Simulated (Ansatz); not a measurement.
`C=C(N)B(C)O` → `C/N=C(\C)BO`  (isomerisation)

Program: Ansatz. Geometries: PBE0-D4/def2-TZVP. ΔE: electronic, gas phase. CBS: MP2 limit from def2 TZ/QZ plus the TZ coupled-cluster correction, frozen cores. DFT in def2-TZVPP. One conformer a species, not always the lowest.

Question: Is it downhill or uphill in electronic energy at CCSD(T)/CBS, and by how much? (Best estimate.)

Answer: Computed: Uphill: ΔE = +73.6 kJ/mol.

Question: What do these levels give: PBE0-D4, ωB97X-V, ωB97M-V, B2PLYP, PBE, r2SCAN, HF/def2-TZVPP, CCSD(T)/def2-TZVPP, MP2/def2-QZVPP, SCS-MP2/def2-QZVPP, HF/CBS(def2), CCSD/CBS(def2)? (An estimate is asked.)

Answer: Computed: PBE0-D4 81.2, ωB97X-V 70.6, ωB97M-V 77.4, B2PLYP 73.0, PBE 78.0, r2SCAN 82.5, HF/def2-TZVPP 66.9, CCSD(T)/def2-TZVPP 69.3, MP2/def2-QZVPP 75.9, SCS-MP2/def2-QZVPP 68.0, HF/CBS(def2) 67.0, CCSD/CBS(def2) 74.2 kJ/mol.

Largest T1 diagnostic among the species: 0.013.
